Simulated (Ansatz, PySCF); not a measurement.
Input for Ansatz (a program for electronic structure):
Ansatz 0.2 input:
```yaml
crystal:
  periodic: [false, false, false]
  atoms:
    - {symbol: Cd, position_ang: [-0.24990741, -0.15685804, -0.19594938]}
    - {symbol: C, position_ang: [1.26333355, 0.79294976, 0.99056455]}
    - {symbol: H, position_ang: [1.79956127, -0.02050473, 1.49205259]}
    - {symbol: H, position_ang: [0.72593198, 1.44551340, 1.68777248]}
    - {symbol: H, position_ang: [1.89006125, 1.34647864, 0.28235779]}
basis:
  gaussian:
    orbitals: def2-SVP
hamiltonian:
  xc: r2scan
total_charge: 1
accuracy: high
```

Give the equivalent PySCF input.

One answer among several that fit: 
```python
from pyscf import gto, scf, dft

mol = gto.M(
    atom='''
Cd   -0.24990741   -0.15685804   -0.19594938
C     1.26333355    0.79294976    0.99056455
H     1.79956127   -0.02050473    1.49205259
H     0.72593198    1.44551340    1.68777248
H     1.89006125    1.34647864    0.28235779
''',
    basis='def2-svp',
    ecp={'Cd': 'def2-svp'},
    charge=1,
    verbose=4,
)

mf = dft.RKS(mol)
mf.xc = 'r2scan'
mf.grids.atom_grid = (99, 590)
mf.grids.prune = None
mf.kernel()
```

Both were run: Ansatz gave -207.332588 Eh and PySCF -207.332543 Eh, 0.045 mEh apart.
